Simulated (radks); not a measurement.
Pm I, 61 electrons, occupied as [Xe] 4f5 6s2 (the NIST ground configuration). All-electron calculation, scalar-relativistic Kohn-Sham, PBEsol, spin-polarised, spherical densities, point nucleus; open shells are filled with parallel spins first (spin-orbit coupling, left out, can overturn this in heavy ions). Program: a radial shooting solver on a logarithmic mesh with Libxc functionals.

Local quantities along the radius. ELF = 1/(1 + alpha^2) is the electron localisation function; alpha = (tau - tau_W)/tau_unif compares the Pauli kinetic energy density with that of the uniform gas (summed over spins). tau is taken from the large components.

```
   r/bohr * ELF (the largest magnitude, 0.999, reaches the edge; | marks zero)
 0.001307 |                                                      *
 0.001785 |                                                      *
 0.002439 |                                                      *
 0.003332 |                                                      *
 0.004516 |                                                      *
 0.006169 |                                                      *
 0.008428 |                                                      *
  0.01151 |                                                     *
  0.01573 |                                                  *
  0.02132 |                                      *
  0.02912 |                    *
  0.03979 |                   *
  0.05436 |                                  *
  0.07426 |                                        *
   0.1006 |                            *
   0.1375 |                  *
   0.1878 |                                   *
   0.2566 |                                      *
   0.3478 |             *
   0.4751 |                           *
   0.6491 |                                       *
   0.8867 |                      *
    1.211 |                    *
    1.642 |                                  *
    2.243 |                    *
    3.064 |     *
    4.186 |                               *
    5.719 |                                                    *
    7.751 |                                                     *
    10.59 |                                                 *
    14.47 |         *
```

On this mesh the ELF has minima near r = 0.034, 0.14, 0.41, 1.0, 3.1 bohr, which separate the shells, and maxima near 0.074 (0.74), 0.22 (0.74), 0.65 (0.73), 1.6 (0.64), 7.8 (0.98).
